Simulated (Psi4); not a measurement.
Reaction (SMILES): N#P (N-P) + H+ → [NH+]#P
B3LYP-D3(BJ)/def2-TZVP geometries, fixed; electronic energies without zero-point terms; positive where energy is released.

Basis-set convergence of the proton affinity at HF with Psi4. All functions are spherical. Density fitting with the program's default auxiliary sets. Psi4's default fitting sets serve the pcseg sets less well. The proton sits at the site shown, which need not be the one that binds it best. No added dispersion term, no relativity. Functions are those of the species that has most. Reference: the value in aug-cc-pV(Q+d)Z, 204.87 kcal/mol, itself unsure by roughly 0.13 kcal/mol (its mean distance from cc-pV(5+d)Z, def2-QZVPPD, def2-QZVPP). Deviations are taken from unrounded values.

```json
[
 {"basis": "def2-SVP", "functions": "37", "proton affinity (kcal/mol)": "205.41", "minus reference (kcal/mol)": "0.53"},
 {"basis": "cc-pV(D+d)Z", "functions": "42", "proton affinity (kcal/mol)": "203.52", "minus reference (kcal/mol)": "-1.36"},
 {"basis": "def2-TZVPD", "functions": "89", "proton affinity (kcal/mol)": "204.33", "minus reference (kcal/mol)": "-0.54"},
 {"basis": "aug-cc-pV(T+d)Z", "functions": "124", "proton affinity (kcal/mol)": "204.56", "minus reference (kcal/mol)": "-0.32"},
 {"basis": "def2-QZVPP", "functions": "157", "proton affinity (kcal/mol)": "205.02", "minus reference (kcal/mol)": "0.14"},
 {"basis": "pcseg-3", "functions": "157", "proton affinity (kcal/mol)": "205.42", "minus reference (kcal/mol)": "0.55"},
 {"basis": "aug-pcseg-3", "functions": "223", "proton affinity (kcal/mol)": "205.30", "minus reference (kcal/mol)": "0.42"},
 {"basis": "cc-pV(5+d)Z", "functions": "246", "proton affinity (kcal/mol)": "205.05", "minus reference (kcal/mol)": "0.17"},
 {"basis": "pcseg-4", "functions": "267", "proton affinity (kcal/mol)": "205.27", "minus reference (kcal/mol)": "0.40"}
]
```
